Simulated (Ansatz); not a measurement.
Reaction (redistribution): `CB(S)CF` + `[SH][SnH3]` → `CBS` + `F[CH2][SnH2][SH]`

Program: Ansatz. Geometries: PBE0-D4/def2-TZVP. ΔE: electronic, gas phase. CCSD(T)/CBS adds triple-zeta CCSD(T) − MP2 to the extrapolated MP2 energy (def2 sets, frozen cores). Functionals use def2-TZVPP. B3LYP here is the variant with VWN-RPA as its local correlation; programs differ in this. def2 core potentials past Kr. For Sn outer-core shells are correlated without core-valence functions, which leaves a few kJ/mol of doubt a bond. One conformer a species, not always the lowest.

Is it downhill or uphill in electronic energy at CCSD(T)/CBS, and by how much? (Best estimate.)

Ansatz gave: Uphill: ΔE = +27.9 kJ/mol.

What do these levels give: B3LYP-D4, ωB97X-V, PBE, B3LYP, MP2/def2-TZVPP, SCS-MP2/def2-TZVPP, CCSD/def2-TZVPP, CCSD(T)/def2-TZVPP, MP2/def2-QZVPP, SCS-MP2/def2-QZVPP, HF/CBS(def2), MP2/CBS(def2)? (An estimate is asked.)

The calculation gave: B3LYP-D4 31.8, ωB97X-V 34.7, PBE 30.9, B3LYP 30.5, MP2/def2-TZVPP 29.1, SCS-MP2/def2-TZVPP 28.7, CCSD/def2-TZVPP 32.6, CCSD(T)/def2-TZVPP 31.3, MP2/def2-QZVPP 27.1, SCS-MP2/def2-QZVPP 26.9, HF/CBS(def2) 36.6, MP2/CBS(def2) 25.8 kJ/mol.

Largest T1 diagnostic among the species: 0.013.

From PBE to PBE0 (25 % exact exchange), in def2-TZVPP and without D4, ΔE moves by +3.9 kJ/mol. In def2-TZVPP, CCSD(T) changes the Hartree–Fock value by −5.8 kJ/mol (the triples alone add −1.3 kJ/mol) and MP2 by −8.0 kJ/mol.
